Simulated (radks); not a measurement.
Spherical jellium clusters: N electrons in a uniform positive sphere of charge N and radius rs N^(1/3), rs = 3.74 bohr. Calculated with a radial shooting solver with Libxc functionals: non-relativistic Kohn-Sham, LDA (Slater exchange, Perdew-Wang correlation), spin-polarised, spherical densities. Levels are named by radial order and angular momentum (1s, 1p, 1d, 2s, ...), and open shells are averaged over m.

N = 7, configuration 1s2 1p(up 3, down 2). This is the lowest configuration that the search found. Occupied and some empty levels:

| level | occupation | eigenvalue (eV) | <r> (bohr) |
|---|---|---|---|
| 1s up | 1 | -4.8588 | 4.837 |
| 1s down | 1 | -4.6564 | 4.850 |
| 1p up | 3 | -3.3539 | 5.980 |
| 1p down | 2 | -3.1611 | 6.043 |
| 1d up | 0 | -1.6290 | 7.190 |
| 1d down | 0 | -1.4742 | 7.317 |
| 2s up | 0 | -1.2701 | 7.643 |
| 2s down | 0 | -1.1766 | 7.812 |

Energy (eV): total -11.9868, kinetic 13.155, external -216.85, Hartree 105.62, exchange-correlation -25.734, background 111.82.
